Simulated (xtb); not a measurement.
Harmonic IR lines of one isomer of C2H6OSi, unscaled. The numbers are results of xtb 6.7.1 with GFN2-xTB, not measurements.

```json
[
 {"wavenumber (cm⁻¹)": "395", "relative intensity": "9.8"},
 {"wavenumber (cm⁻¹)": "419", "relative intensity": "9.3"},
 {"wavenumber (cm⁻¹)": "571", "relative intensity": "29"},
 {"wavenumber (cm⁻¹)": "622", "relative intensity": "4.1"},
 {"wavenumber (cm⁻¹)": "770", "relative intensity": "13"},
 {"wavenumber (cm⁻¹)": "874", "relative intensity": "81"},
 {"wavenumber (cm⁻¹)": "1143", "relative intensity": "6.8"},
 {"wavenumber (cm⁻¹)": "1197", "relative intensity": "29"},
 {"wavenumber (cm⁻¹)": "1369", "relative intensity": "36"},
 {"wavenumber (cm⁻¹)": "1410", "relative intensity": "5.7"},
 {"wavenumber (cm⁻¹)": "1492", "relative intensity": "5.3"},
 {"wavenumber (cm⁻¹)": "2350", "relative intensity": "100"},
 {"wavenumber (cm⁻¹)": "2387", "relative intensity": "85"},
 {"wavenumber (cm⁻¹)": "2870", "relative intensity": "22"},
 {"wavenumber (cm⁻¹)": "2899", "relative intensity": "12"},
 {"wavenumber (cm⁻¹)": "3018", "relative intensity": "7.7"},
 {"wavenumber (cm⁻¹)": "3057", "relative intensity": "6.8"}
]
```

Q: Name which structure gives these lines.
A. `O/C=C/[SiH3]`
B. `COC=[SiH2]`
C. `C/C=[SiH]/O`
D. `O[SiH]1CC1`

A: B, `COC=[SiH2]`
